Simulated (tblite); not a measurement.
Parent: `[F:1][CH2:2][C:3]1=[CH:4][CH2:5][C@@H:6]1[F:7]` with F1–C2–C3–C4 -109°, C5H6F2.

Computed geometry: GFN2-xTB, gas phase. One conformer each, not checked by frequencies here.

```
coordinate of the parent    value
                   F1–C2  1.381 Å
                   C2–C3  1.485 Å
                   C3=C4  1.334 Å
                   C4–C5  1.505 Å
                   C5–C6  1.550 Å
                   C6–F7  1.372 Å
                   C3–C6  1.513 Å
                F1–C2–C3   110.4°
                C2–C3–C4   135.8°
                C2–C3–C6   130.8°
                C4–C3–C6    93.4°
                C3–C4–C5    94.8°
                C4–C5–C6    85.6°
                C5–C6–F7   114.6°
                C3–C6–C5    86.2°
                C3–C6–F7   115.7°
```

**Question.** How does the shared frame change in `[F:1][CH2:2][C@@H:3]([F:4])[C:5]1=[CH:6][CH2:7][C@H:8]1[F:9]` with F1–C2–C3–F4 82°, C2–C3–C5–C6 -112°, C6H7F3? Atoms pair as F1 = F4, C2 = C3, C3 = C5, C4 = C6, C5 = C7, C6 = C8, F7 = F9 (parent first).

**Answer.** 
```json
{"parent": "F1–C2", "relative": "F4–C3", "value in the relative": "1.380 Å", "change": "-0.001"}
{"parent": "C2–C3", "relative": "C3–C5", "value in the relative": "1.488 Å", "change": "+0.003"}
{"parent": "C3=C4", "relative": "C5=C6", "value in the relative": "1.334 Å", "change": "0.000"}
{"parent": "C4–C5", "relative": "C6–C7", "value in the relative": "1.506 Å", "change": "+0.001"}
{"parent": "C5–C6", "relative": "C7–C8", "value in the relative": "1.550 Å", "change": "0.000"}
{"parent": "C6–F7", "relative": "C8–F9", "value in the relative": "1.373 Å", "change": "+0.001"}
{"parent": "C3–C6", "relative": "C5–C8", "value in the relative": "1.510 Å", "change": "-0.003"}
{"parent": "F1–C2–C3", "relative": "F4–C3–C5", "value in the relative": "109.3°", "change": "-1.1"}
{"parent": "C2–C3–C4", "relative": "C3–C5–C6", "value in the relative": "136.0°", "change": "+0.2"}
{"parent": "C2–C3–C6", "relative": "C3–C5–C8", "value in the relative": "130.5°", "change": "-0.3"}
{"parent": "C4–C3–C6", "relative": "C6–C5–C8", "value in the relative": "93.5°", "change": "+0.1"}
{"parent": "C3–C4–C5", "relative": "C5–C6–C7", "value in the relative": "94.7°", "change": "-0.1"}
{"parent": "C4–C5–C6", "relative": "C6–C7–C8", "value in the relative": "85.5°", "change": "-0.1"}
{"parent": "C5–C6–F7", "relative": "C7–C8–F9", "value in the relative": "115.0°", "change": "+0.4"}
{"parent": "C3–C6–C5", "relative": "C5–C8–C7", "value in the relative": "86.2°", "change": "0.0"}
{"parent": "C3–C6–F7", "relative": "C5–C8–F9", "value in the relative": "115.8°", "change": "+0.1"}
```

No shared bond changes by more than 0.004 Å. Bonds of the relative outside the shared frame: F1–C2 1.369, C2–C3 1.532 Å. Point group C1 → C1.
